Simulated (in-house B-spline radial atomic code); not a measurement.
**The vanadium ion V²⁺: [Ne] 3s2 3p5 3d4 (an excited or competing configuration)**

Level of theory: non-relativistic wB97X, spin-polarised, spherical fractional occupations, point nucleus; calculated with a B-spline radial code for spherical atoms.

Screening seen three ways: the hydrogenic charge with the same mean radius, Z_r = [3n² - l(l+1)]/(2<r>), the one with the same energy, Z_e = n√(-2ε), and Slater's rules. Values are occupation-weighted means over spin.

| shell | electrons | ε (eV) | <r> (bohr) | Z_r | Z_e | Slater |
| --- | --- | --- | --- | --- | --- | --- |
| 1s | 2 | -5376.3 | 0.06702 | 22.38 | 19.88 | 22.70 |
| 2s | 2 | -625.85 | 0.3103 | 19.34 | 13.56 | 18.85 |
| 2p | 6 | -530.99 | 0.2746 | 18.21 | 12.49 | 18.85 |
| 3s | 2 | -92.502 | 0.9563 | 14.12 | 7.82 | 12.10 |
| 3p | 5 | -65.598 | 1.017 | 12.29 | 6.59 | 12.10 |
| 3d | 4 | -26.573 | 1.248 | 8.42 | 4.19 | 4.95 |

The least bound orbital is 3d up at -26.57 eV, and it is also the most diffuse (<r> = 1.248 bohr).

Caution: exact exchange at fractional occupations of open shells leaves self-interaction of up to several eV.
